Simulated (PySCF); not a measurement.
Here is a computed PBE0-D3(BJ)/def2-SVP geometry (Å):
```
O 
B   1  1.3646
O   2  1.3574  1  118.57
C   2  1.5612  1  123.92  3  -179.86
C   4  1.3810  2  127.47  1   177.13
C   5  1.4156  4  113.89  2  -179.20
C   6  1.3789  5  112.49  4    -0.11
S   7  1.7631  6  127.90  5   178.28
Si  8  2.1590  7   97.00  6    90.91
S   7  1.7265  6  110.81  5     0.22
H   1  0.9614  2  114.61  3   179.09
H   3  0.9636  2  111.41  1    -0.48
H   5  1.0912  4  121.83  2     0.69
H   6  1.0907  5  125.14  4   179.86
H   9  1.4918  8  110.51  7   -61.94
H   9  1.4921  8  105.77  7   178.67
H   9  1.4918  8  110.22  7    59.21
```
Z-matrix in Å and degrees, rows numbered from 1.

Neutral, closed shell.

Task: Read off the bonds between heavy atoms and their formal orders.

Result: O1–B2 (single); B2–O3 (single); B2–C4 (single); C4–C5 (aromatic); C5–C6 (aromatic); C6–C7 (aromatic); C7–S8 (single); S8–Si9 (single); C7–S10 (aromatic); C4–S10 (aromatic). Hydrogens: H11 on O1; H12 on O3; H13 on C5; H14 on C6; H15, H16, H17 on Si9. The orders are those of one drawing; other resonance forms can be drawn.

Task: Write the SMILES.

Result: `OB(O)c1ccc(S[SiH3])s1`, C4H7BO2S2Si. Among its features: aromatic ring with sulfur, Si–H bond and three-coordinate boron.

Task: Name the point group.

Result: C1 (no symmetry element, even within 0.4 Å).

Task: Which rings does it hold (smallest set)?

Result: C4–C5–C6–C7–S10 (5 members, 0.00 Å rms from planarity).

Task: Classify the heavy atoms.

Result: O1/O3: boron-bound oxygen; B2: three-coordinate boron; C4: substituted aromatic carbon; C5: aromatic CH carbon; C6: aromatic CH carbon; C7: substituted aromatic carbon; S8: sulfur bonded to C and Si; Si9: SiH3 silicon; S10: thiophene-type sulfur.

Task: What is the arrangement about C7?

Result: It has 3 neighbours (C6, S8, S10) and is planar (angles 127.9°, 121.3° and 110.8°, sum 360.0°, 0.02 Å off the plane of its three neighbours).

Task: What is the arrangement about S10?

Result: It has 2 neighbours (C7, C4) and is bent (angle 92.9°).
